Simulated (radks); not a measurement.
Species: Sm III. Configuration: [Xe] 4f5 5d1 (not the ground configuration). Method: scalar-relativistic Kohn-Sham, B86b exchange with PBE correlation, spin-polarised, spherical densities, point nucleus; open shells are filled with parallel spins first (spin-orbit coupling, left out, can overturn this in heavy ions); computed with a radial shooting solver on a logarithmic mesh with Libxc functionals.

Normalised radial functions P(r) = r R(r), r in bohr:

r	5s down
0.001993	0.0693
0.00232	0.0775
0.002701	0.0864
0.003145	0.0959
0.003661	0.1057
0.004262	0.1159
0.004922	0.1254
0.00573	0.1351
0.00667	0.1438
0.007765	0.1508
0.00904	0.1554
0.01052	0.1563
0.01225	0.1525
0.01426	0.1426
0.01647	0.1264
0.01918	0.1009
0.02232	0.0661
0.02599	0.0219
0.03026	-0.0306
0.03522	-0.0886
0.041	-0.1475
0.04774	-0.2002
0.05513	-0.2362
0.06418	-0.2500
0.07471	-0.2294
0.08698	-0.1686
0.1013	-0.0679
0.1179	0.0621
0.1372	0.1994
0.1598	0.3118
0.1845	0.3629
0.2148	0.3298
0.2501	0.1970
0.2911	-0.0165
0.3389	-0.2592
0.3945	-0.4578
0.4593	-0.5386
0.5347	-0.4552
0.6175	-0.2268
0.7189	0.1205
0.8369	0.4914
0.9743	0.7963
1.134	0.9721
1.32	0.9969
1.537	0.8895
1.789	0.6992
2.067	0.4967
2.406	0.3062
2.801	0.1651
3.261	0.0768
3.796	0.0302
4.419	0.0098
5.144	0.0026
5.989	0.0005
6.917	0.0001
8.052	0.0000
9.374	0.0000
10.91	0.0000

5s down: eigenvalue -58.564 eV, 4 radial nodes at r = 0.0278, 0.110, 0.288, 0.684 bohr, <r> = 1.39 bohr, 90 % of the charge inside 2.01 bohr.
